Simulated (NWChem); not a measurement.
System: C₄H₉S, doublet; SMILES C[CH]SCC

Here is an NWChem input.

```
start job
memory heap 200 mb stack 900 mb global 1100 mb
geometry units angstroms
  C     -2.665303    -0.413964     0.429133
  C     -1.206016    -0.656645     0.502787
  S     -0.132674     0.322267    -0.410731
  C      1.471102    -0.197237     0.321748
  C      2.613202     0.553081    -0.332761
  H     -3.149282    -1.024940    -0.342029
  H     -3.134469    -0.666509     1.381556
  H     -2.862604     0.631415     0.201751
  H     -0.841885    -1.632321     0.780567
  H      1.415044     0.011667     1.390136
  H      1.562692    -1.272651     0.166385
  H      3.560724     0.241743     0.102137
  H      2.496371     1.624195    -0.186450
  H      2.636136     0.352514    -1.401319
end
basis spherical
  * library def2-svp
end
dft
  odft
  mult 2
  xc pbe0
  iterations 150
end
driver
  maxiter 120
end
task dft optimize
task dft freq
```

The level has its own optimisation; frequencies are unscaled. Brackets give each atom's bonded neighbours.

Question: Give the results of this calculation. (PBE0/def2-SVP, spin-unrestricted.) Quantities: r C–C [C(CHHH)–C(CHS)] (Å); r C–S [C(CHS)–S(CC)] (Å); r C–H [C(CHS)–H(C)] (Å); r C–S [C(CHHS)–S(CC)] (Å); highest harmonic frequency (cm⁻¹); lowest (cm⁻¹); zero-point energy (kcal/mol); dipole (D).

Answer: 
```
Property                           Value
---------------------------------  -----
r C–C [C(CHHH)–C(CHS)] (Å)         1.487
r C–S [C(CHS)–S(CC)] (Å)           1.726
r C–H [C(CHS)–H(C)] (Å)            1.095
r C–S [C(CHHS)–S(CC)] (Å)          1.818
highest harmonic frequency (cm⁻¹)   3196
lowest (cm⁻¹)                         57
zero-point energy (kcal/mol)        74.6
dipole (D)                          1.29
```
